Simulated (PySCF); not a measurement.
Working with the constants of GeF

LDA constants of GeF, ²Π (doublet), unpaired electrons π ↑ (Ge aug-pcseg-1, F aug-pcseg-1; no relativity (PySCF 2.14); masses 73.9212 and 18.9984 u):

| Quantity | Value |
| --- | --- |
| ωe | 643.4 cm⁻¹ |
| ωexe | 2.81 cm⁻¹ |
| Be | 0.34886 cm⁻¹ |
| αe | 0.00228 cm⁻¹ |
| D (centrifugal) | 4.1e-07 cm⁻¹ |
| De to Ge + F | 6.38 eV |

(1) Give the vibrational terms G(v) and spacings up to v = 6.

(2) How well does the Morse estimate ωe²/(4ωexe) reproduce De, and what is D0?

Spin–orbit coupling is left out. Counting both spins, an empty level lies below a filled one in this solution, because spin and occupation are held. The state was picked by a PBE0 search and need not be the measured ground state.

Answers

(1) G(v) = ωe(v+½) − ωexe(v+½)².

```json
{"v": "0", "G(v) (cm⁻¹)": "321", "G(v) − G(v−1)": "", "Bv (cm⁻¹)": "0.3477"}
{"v": "1", "G(v) (cm⁻¹)": "959", "G(v) − G(v−1)": "638", "Bv (cm⁻¹)": "0.3454"}
{"v": "2", "G(v) (cm⁻¹)": "1591", "G(v) − G(v−1)": "632", "Bv (cm⁻¹)": "0.3432"}
{"v": "3", "G(v) (cm⁻¹)": "2217", "G(v) − G(v−1)": "627", "Bv (cm⁻¹)": "0.3409"}
{"v": "4", "G(v) (cm⁻¹)": "2838", "G(v) − G(v−1)": "621", "Bv (cm⁻¹)": "0.3386"}
{"v": "5", "G(v) (cm⁻¹)": "3454", "G(v) − G(v−1)": "615", "Bv (cm⁻¹)": "0.3363"}
{"v": "6", "G(v) (cm⁻¹)": "4063", "G(v) − G(v−1)": "610", "Bv (cm⁻¹)": "0.3340"}
```

(2) It gives 4.57 eV, 72 % of the computed De. D0 = De − G(0) = 6.38 − 0.04 = 6.34 eV.
